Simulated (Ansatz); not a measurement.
`BN(C)C=C` + H₂O → `BO` + `C=CNC` at 700 K and 1 bar (formal hydrolysis of a B–N bond).

Gas-phase electronic energies from Ansatz, PBE0-D4/def2-TZVP geometries. CCSD(T)/CBS is the MP2 limit (def2-TZVPP, def2-QZVPP) plus CCSD(T) − MP2 in def2-TZVPP, frozen cores. This one scheme is used for every species. One conformer a species, not always the lowest.

| species | CCSD(T)/CBS energy (Eh) | H − E (kJ/mol) | S (J/(mol·K)) |
| --- | --- | --- | --- |
| `BN(C)C=C` | -198.47223 | 366.5 | 428.5 |
| H₂O | -76.37941 | 80.5 | 218.4 |
| `BO` | -101.80414 | 126.4 | 277.4 |
| `C=CNC` | -173.03872 | 319.8 | 392.4 |

H − E and S are ideal-gas, rigid-rotor, harmonic terms from PBE0-D4/def2-TZVP, for one conformer and one mirror image of each species. 1 Eh = 2625.50 kJ/mol, R = 8.31446 J/(mol·K).

**Question.** By hand: ΔE, ΔH, ΔS and ΔG.

**Answer.** ΔE = (-101.80414) + (-173.03872) − (-198.47223) − (-76.37941) = 0.00878 Eh = 23.1 kJ/mol. Δ(H − E) = 126.4 + 319.8 − 366.5 − 80.5 = -0.8, so ΔH = 22.3 kJ/mol. ΔS = 277.4 + 392.4 − 428.5 − 218.4 = 22.9 J/(mol·K). ΔG = 22.3 − 700 × (22.9)/1000 = 6.3 kJ/mol.

**Question.** By hand: the equilibrium constant, and the temperature at which ΔG would vanish if ΔH and ΔS stayed fixed.

**Answer.** log₁₀ K = −ΔG/(RT ln 10) = -0.5. ΔG = 0 at ΔH/ΔS = 974 K.

TΔS isn't small against ΔH here. A doubt of 5 kJ/mol in ΔE shifts log₁₀ K by 0.4 here. Other conformers and mirror images would add mixing entropy, several J/(mol·K) or more a flexible species. These are equilibria of isolated gas molecules and say nothing of rates. Largest T1 diagnostic: 0.014 (customary marks: 0.02 for closed shells, 0.045 for open ones).
